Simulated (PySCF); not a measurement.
Molecule: `InChI=1S/C3H7BO/c1-3(4)5-2/h1,4H2,2H3`.

Numbering as in the mapped SMILES `[BH2:1][C:2](=[CH2:3])[O:4][CH3:5]`. Each H is labelled by its parent atom. Ha(C3) is cis to B1; Hb(C3) is trans to B1.

Geometry PBE0-D3(BJ)/def2-SVP throughout; GIAO in PySCF 2.14, gas phase, one conformer, non-relativistic; equivalent atoms averaged; basis pcSseg-2.

Question: How do the shifts δ (against BF3·OEt2, TMS, H2O at the same level) depend on the functional? (ppm; last column core-seconds on 1 thread of an Arm Neoverse V2, shared host)

Answer: 
```tsv
functional	kind	B1	C2	C3	C5	O4	H(B1)	Hb(C3)	Ha(C3)	H(C5)	core-s
PBE0	global hybrid	70.5	186.2	144.4	60.4	104.3	6.67	6.27	5.83	3.70	28
mPW1PW91	global hybrid	69.9	186.1	144.3	60.4	103.3	6.61	6.24	5.82	3.69	28
WP04	global hybrid	66.1	184.4	141.2	61.3	102.7	5.69	5.90	5.57	3.57	29
B97-2	global hybrid	66.6	182.1	140.5	60.1	103.0	6.46	6.19	5.76	3.69	28
BHandHLYP	global hybrid	69.8	186.6	145.0	59.0	85.5	6.34	6.27	5.74	3.63	27
CAM-B3LYP	range-separated hybrid	73.8	189.9	146.4	60.9	97.3	6.64	6.29	5.76	3.75	37
wB97X-D	range-separated hybrid	68.3	186.2	144.6	60.5	94.0	6.55	6.27	5.78	3.67	36
LC-wPBE	range-separated hybrid	77.0	189.1	149.2	60.5	85.1	6.91	6.38	5.89	3.69	46
```

Question: Which nucleus moves most, in ppm?

Answer: O4 (ether oxygen): from 85.1 ppm with LC-wPBE to 104.3 ppm with PBE0. The smallest spread is 0.19 ppm, at H(C5). Proton shifts span only some 12 ppm, so a few tenths of a ppm matter as much there as several ppm in carbon.
